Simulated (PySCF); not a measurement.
H4HfO4 (SMILES [OH][Hf]([OH])([OH])[OH]), singlet, geometry from GFN2-xTB (such geometries of metal compounds can be far from the true shape) (core potentials on Hf). Base run: PySCF with PBE0/def2-SV(P).

The PySCF input:
```python
from pyscf import gto, scf, dft

mol = gto.Mole()
mol.atom = '''
    Hf   -0.000000   -0.000000   -0.000000
    O     1.790811   -0.221606   -0.501143
    H     2.000409    0.325439   -1.267523
    O     0.097378    0.186784    1.860883
    H     1.016295    0.222529    2.152159
    O    -0.593789    1.368909   -1.131707
    H    -1.454297    1.150116   -1.508779
    O    -1.294400   -1.334086   -0.228034
    H    -1.562407   -1.698084    0.624143
'''
mol.basis = 'def2-sv(p)'
mol.ecp = {'Hf': 'def2-sv(p)'}
mol.charge = 0
mol.spin = 0
mol.verbose = 5
mol.build()

mf = dft.RKS(mol)
mf.xc = 'pbe0'
mf.kernel()
```

Each row names what was changed in the base input (with any setting that the change needs).

| change | basis functions | E (Eh) | HOMO (eV) | HOMO-LUMO gap (eV) |
|---|---|---|---|---|
| base | 89 | -350.89333 | -8.83 | 8.26 |
| basis = x2c-SVPall; relativity = none (without mol.ecp = {'Hf': 'def2-sv(p)'}) | 142 | -13230.22528 | -4.24 | 1.12 |
| basis = jorge-DZP-DKH; relativity = spin-free X2C (without mol.ecp = {'Hf': 'def2-sv(p)'}) | 140 | -15370.82798 | -8.88 | 8.13 |
| basis = jorge-DZP-DKH; relativity = spin-free X2C; nucleus = Gaussian (with mol.nucmod = 'G'; without mol.ecp = {'Hf': 'def2-sv(p)'}) | 140 | -15369.43851 | -8.88 | 8.13 |
| basis = ANO-RCC-VDZP; relativity = spin-free X2C; nucleus = Gaussian (with mol.nucmod = 'G'; without mol.ecp = {'Hf': 'def2-sv(p)'}) | 144 | -15381.57093 | -9.18 | 8.24 |
| basis = jorge-DZP-DKH; relativity = none (without mol.ecp = {'Hf': 'def2-sv(p)'}) | 140 | -14362.73493 | -8.37 | 7.98 |
| basis = ANO-RCC-VDZP; relativity = none (without mol.ecp = {'Hf': 'def2-sv(p)'}) | 144 | -13078.96088 | -4.41 | 1.20 |
| basis = x2c-SVPall; relativity = spin-free X2C; nucleus = Gaussian (with mol.nucmod = 'G'; without mol.ecp = {'Hf': 'def2-sv(p)'}) | 142 | -15380.97195 | -8.94 | 8.24 |
| basis = ANO-RCC-VDZP; relativity = spin-free X2C (without mol.ecp = {'Hf': 'def2-sv(p)'}) | 144 | -15383.45205 | -9.18 | 8.24 |
| basis = x2c-SVPall; relativity = spin-free X2C (without mol.ecp = {'Hf': 'def2-sv(p)'}) | 142 | -15382.51298 | -8.94 | 8.24 |

Absolute energies of different levels of theory aren't comparable as measures of quality.

Basis sets contracted for a relativistic Hamiltonian are a mismatch without it, so the rows without relativity aren't non-relativistic limits. No row has spin-orbit coupling; sets with core potentials leave out the core electrons.
